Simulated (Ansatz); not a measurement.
Consider the formal exchange of groups at the Si–S bond: `S[SiH]1CC1` + SiH₄ → `[SiH3][SiH]1CC1` + H₂S.

Computed with Ansatz on PBE0-D4/def2-TZVP structures; ΔE is electronic, products minus reactants. CCSD(T)/CBS adds triple-zeta CCSD(T) − MP2 to the extrapolated MP2 energy (def2 sets, frozen cores). This one scheme is used for every species. Functionals use def2-TZVPP. One conformer a species, not always the lowest.

```json
{"level": "PBE-D4", "ΔE (kJ/mol)": "39.1"}
{"level": "PBE0-D4", "ΔE (kJ/mol)": "42.4"}
{"level": "PBE", "ΔE (kJ/mol)": "39.6"}
{"level": "MP2/def2-TZVPP", "ΔE (kJ/mol)": "54.2"}
{"level": "CCSD(T)/def2-TZVPP", "ΔE (kJ/mol)": "46.3"}
{"level": "MP2/def2-QZVPP", "ΔE (kJ/mol)": "55.1"}
{"level": "HF/CBS(def2)", "ΔE (kJ/mol)": "58.7"}
{"level": "MP2/CBS(def2)", "ΔE (kJ/mol)": "55.8"}
```

Question: What does CCSD(T)/CBS give? (Best estimate.)

Answer: Computed: +47.9 kJ/mol. The listed levels differ from it by -8.8, -5.5, -8.3, 6.3, -1.6, 7.2, 10.8, 7.9 kJ/mol.

Largest T1 diagnostic among the species: 0.012.

In def2-TZVPP, CCSD(T) changes the Hartree–Fock value by −12.2 kJ/mol (the triples alone add −0.9 kJ/mol) and MP2 by −4.3 kJ/mol. From PBE to PBE0 (25 % exact exchange), in def2-TZVPP and without D4, ΔE moves by +3.3 kJ/mol.
